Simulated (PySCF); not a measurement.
C4H5ClSi. Atoms are numbered in the order given.

```xyz
11

Cl     0.1193    -2.3493     0.0000
C      0.0597    -0.6045     0.0000
C      1.1454     0.1959     0.0000
Si     0.4874     1.9538     0.0000
C     -1.3053     1.3765     0.0000
C     -1.2883     0.0275     0.0000
H      2.1626    -0.1952     0.0000
H      0.8641     2.7389    -1.2110
H      0.8641     2.7389     1.2110
H     -2.2368     1.9458     0.0000
H     -2.1734    -0.6154     0.0000
```
Charge 0, spin multiplicity 1.

Geometry: B3LYP-D3(BJ)/def2-SVP.

All values below come from TDDFT-LC-ωPBE/def2-SVPD (PySCF).

Vertical excitations. Gas-phase values at a fixed geometry. State labels are in the subgroup Cs.

Computed excitation energies, oscillator strengths and character:
```json
[
 {"state": "S1", "symmetry": "A'", "energy (eV)": "4.68", "λ (nm)": "265", "f": "0.045", "main pairs": "HOMO→LUMO 97 %"},
 {"state": "S2", "symmetry": "A\"", "energy (eV)": "6.10", "λ (nm)": "203", "f": "0.000", "main pairs": "HOMO−2→LUMO 47 %, HOMO−3→LUMO 36 %, HOMO−4→LUMO 11 %"},
 {"state": "S3", "symmetry": "A\"", "energy (eV)": "6.62", "λ (nm)": "187", "f": "0.008", "main pairs": "HOMO−3→LUMO 56 %, HOMO−2→LUMO 25 %, HOMO−4→LUMO 10 %"},
 {"state": "S4", "symmetry": "A\"", "energy (eV)": "6.79", "λ (nm)": "183", "f": "0.002", "main pairs": "HOMO→LUMO+1 38 %, HOMO→LUMO+2 14 %, HOMO→LUMO+7 8 %, HOMO→LUMO+4 7 %"},
 {"state": "S5", "symmetry": "A'", "energy (eV)": "6.81", "λ (nm)": "182", "f": "0.251", "main pairs": "HOMO−1→LUMO 93 %"},
 {"state": "S6", "symmetry": "A\"", "energy (eV)": "7.05", "λ (nm)": "176", "f": "0.001", "main pairs": "HOMO−4→LUMO 70 %, HOMO−2→LUMO 18 %"},
 {"state": "S7", "symmetry": "A\"", "energy (eV)": "7.34", "λ (nm)": "169", "f": "0.001", "main pairs": "HOMO→LUMO+2 52 %, HOMO→LUMO+1 18 %, HOMO→LUMO+4 13 %"},
 {"state": "S8", "symmetry": "A\"", "energy (eV)": "7.64", "λ (nm)": "162", "f": "0.008", "main pairs": "HOMO→LUMO+3 49 %, HOMO→LUMO+2 18 %, HOMO→LUMO+1 9 %"},
 {"state": "S9", "symmetry": "A'", "energy (eV)": "7.71", "λ (nm)": "161", "f": "0.259", "main pairs": "HOMO→LUMO+5 83 %"},
 {"state": "S10", "symmetry": "A'", "energy (eV)": "8.18", "λ (nm)": "152", "f": "0.022", "main pairs": "HOMO−2→LUMO+1 22 %, HOMO−2→LUMO+3 21 %, HOMO−2→LUMO+2 9 %, HOMO−2→LUMO+4 9 %"},
 {"state": "T1", "symmetry": "A'", "energy (eV)": "2.67", "λ (nm)": "464", "f": "0", "main pairs": "HOMO→LUMO 89 %"},
 {"state": "T2", "symmetry": "A'", "energy (eV)": "4.39", "λ (nm)": "283", "f": "0", "main pairs": "HOMO−1→LUMO 49 %, HOMO→LUMO+5 25 %, HOMO−6→LUMO 12 %"},
 {"state": "T3", "symmetry": "A\"", "energy (eV)": "5.59", "λ (nm)": "222", "f": "0", "main pairs": "HOMO−3→LUMO 51 %, HOMO−2→LUMO 32 %, HOMO−4→LUMO 9 %"},
 {"state": "T4", "symmetry": "A\"", "energy (eV)": "6.05", "λ (nm)": "205", "f": "0", "main pairs": "HOMO−3→LUMO 37 %, HOMO−4→LUMO 27 %, HOMO−2→LUMO 24 %"}
]
```
Triplets are in the Tamm–Dancoff approximation, which puts them higher than full response would, so one can lie above its singlet here.
